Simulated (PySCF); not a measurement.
BeCl$_{2}$ (SMILES [Cl][Be][Cl]), singlet, geometry from GFN2-xTB (such geometries of metal compounds can be far from the true shape). Base run: B3LYP/6-31G*, polarisability in PySCF.

PySCF was given this input:
```python
from pyscf import gto, scf, dft
from pyscf.prop import polarizability

mol = gto.Mole()
mol.atom = '''
    Be    0.000000    0.000000    0.000000
    Cl    0.000000    0.000000    1.762967
    Cl   -0.000000   -0.000000   -1.762967
'''
mol.basis = '6-31g*'
mol.charge = 0
mol.spin = 0
mol.verbose = 3
mol.build()

mf = dft.RKS(mol)
mf.xc = 'b3lyp'
mf.kernel()
alpha = mf.Polarizability().polarizability()[2, 2]
print('alpha_zz =', alpha)
```

Each row names what was changed in the base input (with any setting that the change needs).

| change | alpha_zz (bohr³) | basis functions |
|---|---|---|
| base | 46.46 | 50 |
| finite field (a.u.) = 0.001; conv_tol = 1e-6 | 46.46 | 50 |
| functional = lda,vwn | 49.23 | 50 |
| finite field (a.u.) = 0.005; conv_tol = 1e-11 | 46.47 | 50 |
| basis = 6-31+G* | 51.20 | 62 |
| functional = pbe | 48.68 | 50 |
| functional = pbe0 | [?] | 50 |
| basis = STO-3G | 32.64 | 23 |
| finite field (a.u.) = 2e-4; conv_tol = 1e-11 | 46.46 | 50 |
| functional = camb3lyp | [?] | 50 |
| basis = 6-31G | 47.56 | 35 |
| finite field (a.u.) = 0.02; conv_tol = 1e-11 | 46.57 | 50 |

Problem. What belongs in the gaps?

Solution. 
- functional = pbe0, alpha_zz (bohr³): 45.88
- functional = camb3lyp, alpha_zz (bohr³): 45.14

Finite-field rows take the second difference of the energy in a field along z; a small field with loose convergence shows SCF noise divided by the square of the field, and a large one adds hyperpolarisability.
